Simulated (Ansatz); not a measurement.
`FC1C[SiH2]1` + `[AlH3]` → `[AlH2][CH]1C[SiH2]1` + H–F  (formal exchange of groups at a C–F bond)

Program: Ansatz. Geometries: PBE0-D4/def2-TZVP. ΔE: electronic, gas phase. CCSD(T)/CBS is the MP2 limit (def2-TZVPP, def2-QZVPP) plus CCSD(T) − MP2 in def2-TZVPP, frozen cores. This one scheme is used for every species.

`FC1C[SiH2]1`:

Cartesian coordinates in Å:
```
F -1.221 1.382 -0.884
C -0.840 0.413 0.009
C -0.063 -0.761 -0.570
Si 0.904 0.260 0.648
H -1.667 0.147 0.663
H 0.245 -0.610 -1.603
H -0.439 -1.760 -0.380
H 1.130 -0.208 2.031
H 1.950 1.137 0.086
```

`[AlH3]`:

Cartesian coordinates in Å:
```
Al 0.000 0.000 0.000
H 1.238 0.749 -0.649
H -1.416 0.043 -0.713
H 0.178 -0.792 1.362
```

`[AlH2][CH]1C[SiH2]1`:

Cartesian coordinates in Å:
```
Al 0.710 -1.425 -1.019
C -0.015 0.309 -0.673
C -1.252 0.658 0.162
Si 0.295 0.654 1.159
H 0.051 -2.696 -0.329
H 2.027 -1.537 -1.897
H 0.368 1.126 -1.284
H -1.973 -0.137 0.324
H -1.718 1.615 -0.050
H 0.942 1.922 1.549
H 0.565 -0.489 2.059
```

H–F:

```xyz
2

F     0.001    0.114   -0.446
H    -0.001   -0.114    0.446
```

```csv
species,CCSD(T)/CBS(def2) energy (Eh)
`FC1C[SiH2]1`,-467.91941
`[AlH3]`,-243.78045
`[AlH2][CH]1C[SiH2]1`,-611.35805
H–F,-100.39570
```

Work out ΔE.

ΔE = (-611.35805) + (-100.39570) − (-467.91941) − (-243.78045) = -0.05389 Eh = -1.47 eV.

Largest T1 diagnostic among the species: 0.012.

Leaving LDA and LC-ωPBE aside and taking each functional with its dispersion term where it has one, the values, not all of them listed here, spread over 0.27 eV, from PBE-QIDH to CAM-B3LYP-D4. LDA lies −0.05 eV from PBE without D4. In def2-TZVPP, CCSD(T) changes the Hartree–Fock value by −0.36 eV (the triples alone add −0.05 eV) and MP2 by −0.53 eV.
